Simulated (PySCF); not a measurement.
Radial density of Ce³⁹⁺ (cerium, charge +39)

TPSS, [Ar] 3d1, 2D determinant. Calculation: PySCF 2.14, in an even-tempered Gaussian basis (16 s from 6.9 bohr⁻², ratio 2.5; 10 p from 9 bohr⁻², ratio 2.5; 7 d from 9 bohr⁻², ratio 2.5; 4 f from 31 bohr⁻², ratio 2.7; 3 g from 47 bohr⁻², ratio 2.7); no relativity, point nucleus.

| r (bohr) | 4πr²ρ (e/bohr) | 4πr²(ρα − ρβ) |
| --- | --- | --- |
| 0.000505 | 0.4194 | 0.0000 |
| 0.000850 | 1.140 | 0.0000 |
| 0.00143 | 3.016 | 0.0000 |
| 0.00241 | 7.620 | -0.0001 |
| 0.00405 | 17.83 | -0.0002 |
| 0.00681 | 36.68 | -0.0003 |
| 0.0114 | 61.07 | -0.0004 |
| 0.0193 | 73.66 | 0.0011 |
| 0.0324 | 66.11 | 0.0225 |
| 0.0545 | 79.74 | 0.2404 |
| 0.0916 | 84.29 | 1.5185 |
| 0.154 | 39.12 | 4.3964 |
| 0.259 | 43.05 | 3.5732 |
| 0.436 | 5.988 | 0.3590 |
| 0.733 | 0.03750 | 0.0021 |

A non-relativistic calculation at this Z misses sizeable relativistic shifts. Spin-orbit coupling, absent here, splits the open shell strongly.
